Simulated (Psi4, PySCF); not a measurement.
HFGe, singlet, at a GFN2-xTB geometry, atoms displaced at random by about 0.08 Å a coordinate. Base run: TPSS/cc-pVDZ, gradient run with PySCF.

Here is a job for PySCF.
```python
from pyscf import gto, scf, dft

mol = gto.Mole()
mol.atom = '''
    Ge   -0.17726738   -0.39362070    0.26300398
    H    -0.92368411   -1.16348304   -0.83448969
    F     0.44260847    0.77735893   -1.13920081
'''
mol.basis = 'cc-pvdz'
mol.verbose = 3
mol.build()

mf = dft.RKS(mol)
mf.xc = 'tpss'
mf.kernel()
g = mf.nuc_grad_method()
grad = g.kernel()
```

Programs used: Psi4, PySCF; a row that names a program was run with it.

The coordinate followed is x of atom 1.

The base run was repeated with changes; each row names its change, and settings that it needs were set with it.

```json
[
 {"change": "base", "dE/dx (Eh/bohr)": "-0.025303", "net force (Eh/bohr)": "0.000095"},
 {"change": "grids.level = 5; grid_response = on", "dE/dx (Eh/bohr)": "-0.025308", "net force (Eh/bohr)": "0.000000"},
 {"change": "finite difference step (bohr) = 0.05; conv_tol = 1e-11", "dE/dx (Eh/bohr)": "-0.025325", "net force (Eh/bohr)": "-"},
 {"change": "grids.level = 1; grid_response = off", "dE/dx (Eh/bohr)": "-0.025308", "net force (Eh/bohr)": "0.000612"},
 {"change": "finite difference step (bohr) = 0.2; conv_tol = 1e-11", "dE/dx (Eh/bohr)": "-0.025182", "net force (Eh/bohr)": "-"},
 {"change": "finite difference step (bohr) = 0.01; conv_tol = 1e-11", "dE/dx (Eh/bohr)": "-0.025334", "net force (Eh/bohr)": "-"},
 {"change": "conv_tol = 1e-11", "dE/dx (Eh/bohr)": "-0.025303", "net force (Eh/bohr)": "0.000095"},
 {"change": "density fitting = on; auxbasis_response = off", "dE/dx (Eh/bohr)": "-0.025211", "net force (Eh/bohr)": "0.000933"},
 {"change": "code = psi4", "dE/dx (Eh/bohr)": "-0.025306", "net force (Eh/bohr)": "0.000059"},
 {"change": "grids.level = 0; grid_response = on", "dE/dx (Eh/bohr)": "-0.023395", "net force (Eh/bohr)": "0.000000"},
 {"change": "grid_response = on", "dE/dx (Eh/bohr)": "-0.025335", "net force (Eh/bohr)": "0.000000"},
 {"change": "conv_tol = 1e-6", "dE/dx (Eh/bohr)": "-0.025294", "net force (Eh/bohr)": "0.000095"}
]
```

The net force is zero for an exact gradient.
